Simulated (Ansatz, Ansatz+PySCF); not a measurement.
| atom | x (Å) | y (Å) | z (Å) |
| --- | --- | --- | --- |
| O | -0.0024 | 0.0196 | 0.0180 |
| O | -0.6274 | 0.9584 | 0.0260 |
| O | 3.3300 | 0.0495 | 0.3557 |
| H | 3.7525 | 0.8113 | 0.5903 |
| H | 4.0245 | -0.6116 | 0.2142 |

Basis set: def2-SVP (spherical functions). Left uncorrelated: 3 orbitals. Charge 0, multiplicity 3.

Computed with Ansatz (development build ahead of 0.2.0); each method stands on the lowest determinant of its kind that the runs found.

Task: Give the atomization energy at this shape (free ground-state atoms in the same class of orbitals less the molecule, no zero-point energy) of triplet H2O3 by UHF-MP2, UHF.

Result:

| method | atomization energy |
| --- | --- |
| UHF-MP2 | 1355.4 kJ/mol |
| UHF | 772.6 kJ/mol |

Caution: the shape is not the minimum. Caution for UHF-MP2: MP2 forces lie far from those of the mean fields.
